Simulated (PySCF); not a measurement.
**Ionisation energy of Cd⁺ by level of theory**

Cd⁺ [Kr] 4d10 5s1 (2S) → Cd²⁺ [Kr] 4d10 (1S), as a difference of total energies. Calculation: PySCF 2.14, in x2c-TZVPall (8s6p6d1f, 63 functions); scalar relativity by spin-free X2C-1e. Correlated levels: valence: [Kr] frozen. The calculations carry no spin-orbit coupling.

| method | ionisation energy (eV) |
| --- | --- |
| UHF | 15.568 |
| MN15 | 16.861 |
| LDA | 17.692 |
| MP2 (valence) | 16.358 |
| SCS-MP2 (valence) | 16.222 |

How much does correlation contribute at MP2 (valence)?

16.358 − (15.568) = 0.790 eV, measured against UHF.

Errors of the correlated levels include the incompleteness of this basis and the frozen core.

For comparison: 16.908 eV (measured; NIST Atomic Spectra Database, ionization energies).
